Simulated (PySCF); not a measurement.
Work out the structure from these simulated measurements.

Formula: C11H16.

| Item | Value |
| --- | --- |
| Dipole | 0.05 D [wB97X-D/def2-SVPD] |
| UV, first state | lowest singlet excitation: 5.32 eV (233 nm, f = 0.005) [TDDFT wB97X-D/def2-SVPD] |
| Couplings | largest of the computed one-bond spin–spin couplings (means over like bonds): 13C–1H +162.5 (×2), 13C–1H +161.9 (×2), 13C–1H +132.8 (×9), 13C–1H +132.7 (×3) Hz [B3LYP/pcJ-1, spin–dipole term left out] |
| 13C NMR | chemical shifts (computed TMS as zero) by class: 154.7 (1 C), 141.2 (1 C), 134.4 (2 C), 131.4 (2 C), 36.2 (1 C), 33.8 (3 C), 23.1 (1 C) ppm [GIAO B3LYP/pcSseg-1] |
| Triplet | lowest triplet excitation (Tamm–Dancoff): 4.10 eV [TDA wB97X-D/def2-SVPD] |
| 1H NMR | chemical shifts (computed TMS as zero) by class: 7.26 (2 H), 7.12 (2 H), 2.35 (3 H), 1.26 (9 H) ppm [GIAO B3LYP/pcSseg-1] |
| Polarisability | 130.4 au [wB97X-D/def2-SVPD] |
| Rotational structure | rotational constants A, B, C: 2.530, 0.641, 0.578 GHz [PBE0-D3(BJ)/def2-SVP] |
| UV, strongest line | among the 10 lowest singlet transitions: S4 at 6.90 eV (180 nm, f = 0.937) [TDDFT wB97X-D/def2-SVPD] |

The electronic properties come from PySCF, for the isolated species, density fitting. Levels stand in brackets. Geometry: PBE0-D3(BJ)/def2-SVP; no solvent, vibrations or thermal averaging. Each NMR value is the plain mean over a class of atoms that symmetry, rotation or inversion makes alike.

Question: Propose a structure and show how it fits.

Answer: Numbering: `[CH3:1][c:2]1[cH:3][cH:4][c:5]([C:6]([CH3:7])([CH3:8])[CH3:9])[cH:10][cH:11]1`. Its formula, C11H16, gives 4 degrees of unsaturation: 1 ring and 3 π bonds in the structure found (Kekulé form). 11 carbons fall into 7 classes; from least to most shielded: substituted aromatic carbon [C5] (154.7 ppm), substituted aromatic carbon [C2] (141.2 ppm), aromatic CH carbon [C3/C11] (134.4 ppm, 2 C), aromatic CH carbon [C4/C10] (131.4 ppm, 2 C, up to 3.4 ppm apart in this geometry), benzylic-type carbon [C6] (36.2 ppm), methyl carbon [C7/C8/C9] (33.8 ppm, 3 C, up to 4.5 ppm apart in this geometry), benzylic-type carbon [C1] (23.1 ppm). Hydrogen classes from least to most shielded: 2 H on 2 aromatic CH carbons, C4/C10 (7.26 ppm), 2 H on 2 aromatic CH carbons, C3/C11 (7.12 ppm), 3 H on a benzylic-type carbon, C1 (2.35 ppm), 9 H on 3 methyl carbons, C7/C8/C9 (1.26 ppm, a mean of values up to 0.5 ppm apart in this geometry). The couplings run between: +162.5 Hz, aromatic CH carbon [C3] and its hydrogen (with 1 like pair); +161.9 Hz, aromatic CH carbon [C4] and its hydrogen (with 1 like pair); +132.8 Hz, methyl carbon [C7] and its hydrogen (with 8 like pairs); +132.7 Hz, benzylic-type carbon [C1] and its hydrogen (with 2 like pairs). By its constants the optimised geometry is an asymmetric top. Structure: `CC(C)(c1ccc(C)cc1)C` (4-tert-butyltoluene). The assignments are read from this structure; whether some other isomer fits the data as well wasn't checked.

Shape of the structure used: `[CH3:1][c:2]1[cH:3][cH:4][c:5]([C:6]([CH3:7])([CH3:8])[CH3:9])[cH:10][cH:11]1`: C4–C5–C6–C7 -119°.
